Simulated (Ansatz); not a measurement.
Be2S2⁻ (the lowest doublet isomer of a short search). The state is a doublet with charge -1. Geometry PBE0-D4/def2-TZVPD, basis def2-TZVPD, Ansatz.

Cartesian coordinates in Å:
```
Be 0.576 0.535 -0.661
Be -0.576 -0.535 0.661
S 0.987 -1.313 -0.204
S -0.987 1.313 0.203
```

```
run  HOMO (eV)  LUMO (eV)
  A       0.56       1.79
  B      -0.02       2.42
  C       0.64       1.56
  D       0.18       2.29
  E      -0.15       2.51
```

The structure comes from a short search, and lower isomers may exist.

HOMO and LUMO are taken over both spins.

Question: The runs used B97M-V, PBE, PBE0, r2SCAN0, r2SCANh. Estimate which is which.

Answer: A PBE (0 % exact exchange); B PBE0 (25 % exact exchange); C B97M-V (0 % exact exchange); D r2SCANh (10 % exact exchange); E r2SCAN0 (25 % exact exchange). Exact exchange lowers occupied and raises empty levels; among semilocal functionals meta-GGAs tend to open the gap a little, and such runs are hard to tell apart. The gap grows from 0.93 eV (B97M-V) to 2.66 eV (r2SCAN0). At PBE-D4/def2-TZVPD, B97M-V/def2-TZVPD, r2SCANh-D4/def2-TZVPD the highest occupied level of the charge -1 doublet lies above zero (up to 0.64 eV). By energy differences its removal costs 1.44 eV (vertical, to the charge 0 singlet, at CCSD(T)/def2-TZVPPD).
